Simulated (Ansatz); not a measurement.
Z-matrix (Å, degrees):
```
O
C 1 1.3627
C 2 1.3246 1 122.55
H 3 1.0796 2 119.80 1 180.00
H 3 1.0814 4 118.85 2 -180.00
H 2 1.0877 3 121.70 4 0.00
Si 1 1.6578 2 125.79 6 0.00
H 7 1.4737 1 105.71 2 -180.00
H 7 1.4822 8 110.82 1 -119.66
H 7 1.4822 8 110.82 9 -120.67
```
Charge +1, spin multiplicity 2.

All values below come from frozen-core CCSD(T)/cc-pVTZ // B3LYP-D3(BJ)/def2-TZVP run with Ansatz (a program for electronic structure). The geometry is that of the parent before the electron was removed.

| Item | Value |
|---|---|
| HF energy | -442.80389 Ha |
| MP2 correlation energy | -0.63644 Ha |

Estimate the CCSD correlation energy, the (T) correction, the total energy and the T1 diagnostic.


```
Quantity                        Result
-----------------------  -------------
CCSD correlation energy    -0.68169 Ha
(T) correction             -0.02625 Ha
CCSD(T) total energy     -443.51183 Ha
T1 diagnostic                    0.025
```
